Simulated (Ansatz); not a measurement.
`N[SiH2]CS`. The species carries charge 0 and has multiplicity 1.

```tsv
atom	x (Å)	y (Å)	z (Å)
N1	0.0033	1.5969	0.1863
Si2	-0.7887	0.0813	0.3871
C3	0.1184	-1.2568	-0.5627
S4	1.8778	-1.2878	-0.1374
H5	0.1558	2.1860	0.9875
H6	-0.1215	2.1459	-0.6485
H7	-0.7582	-0.2243	1.8390
H8	-2.2005	0.0950	-0.1002
H9	-0.0177	-1.1535	-1.6427
H10	-0.2933	-2.2286	-0.2762
H11	2.0245	0.0458	-0.0323
```

(1) What are the harmonic wavenumbers in cm⁻¹ at PBE0-D4/def2-TZVP (Ansatz, finite differences of forces, unscaled)? (Estimate.)

(2) Is this a minimum?

(3) Give the ideal-gas thermochemistry at 298.15 K and 1 bar (rigid rotor, harmonic oscillator; point group C1, symmetry number 1).

## Answers

(1) The calculation gave: 101, 117, 164, 298, 313, 373, 528, 621, 634, 775, 794, 835, 881, 925, 932, 945, 1121, 1170, 1426, 1584, 2180, 2240, 2674, 3059, 3115, 3613, 3706.

(2) Yes, all 27 modes are real.

(3) Zero-point energy 210.1 kJ/mol; H(298) − E = 231.0 kJ/mol; entropy 341.3 J/(mol·K), of which translation 165.4, rotation 110.7, vibration 65.2; G(298) − E = 129.3 kJ/mol.
